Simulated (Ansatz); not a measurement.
One change: `FC(F)(F)C[O][Hf]([Cl])([Cl])[Cl]` becomes `FC(F)(F)COB(Cl)Cl`.

Ansatz, PBE0-D4/def2-TZVP geometries, multiplicity 1. Each molecule was computed in one conformer, which needn't be the lowest.

Elements past krypton have def2 core potentials.

```json
{"property": "LUMO energy (B3LYP/def2-TZVPP) / eV", "`FC(F)(F)C[O][Hf]([Cl])([Cl])[Cl]`": "-1.75"}
{"property": "HOMO energy (ωB97M-V/def2-TZVPP) / eV", "`FC(F)(F)C[O][Hf]([Cl])([Cl])[Cl]`": "-11.64"}
{"property": "LUMO energy (PBE0/def2-TZVPP) / eV", "`FC(F)(F)C[O][Hf]([Cl])([Cl])[Cl]`": "-1.56"}
{"property": "HOMO energy (B3LYP/def2-TZVPP) / eV", "`FC(F)(F)C[O][Hf]([Cl])([Cl])[Cl]`": "-9.13"}
{"property": "HOMO–LUMO gap (PBE/def2-TZVPP) / eV", "`FC(F)(F)C[O][Hf]([Cl])([Cl])[Cl]`": "5.62"}
{"property": "LUMO energy (PBE/def2-TZVPP) / eV", "`FC(F)(F)C[O][Hf]([Cl])([Cl])[Cl]`": "-2.36"}
```

Question: Give the same properties after the change, and the shifts. (An estimate is asked.)

Answer: Ansatz gave: 
```csv
property,`FC(F)(F)COB(Cl)Cl`,shift
LUMO energy (B3LYP/def2-TZVPP) / eV,-0.84,0.91
HOMO energy (ωB97M-V/def2-TZVPP) / eV,-11.50,0.14
LUMO energy (PBE0/def2-TZVPP) / eV,-0.64,0.92
HOMO energy (B3LYP/def2-TZVPP) / eV,-8.93,0.20
HOMO–LUMO gap (PBE/def2-TZVPP) / eV,6.16,0.54
LUMO energy (PBE/def2-TZVPP) / eV,-1.61,0.75
```

With PBE0 the HOMO rises by 0.20 eV and the LUMO rises by 0.92 eV, so the gap widens by about 0.72 eV. PBE moves the HOMO by 0.21 eV and ωB97M-V by 0.14 eV.

Positive LUMOs are unbound, so they and the gaps depend on the basis.

B3LYP here is the variant with VWN-RPA as its local correlation; programs differ in this.
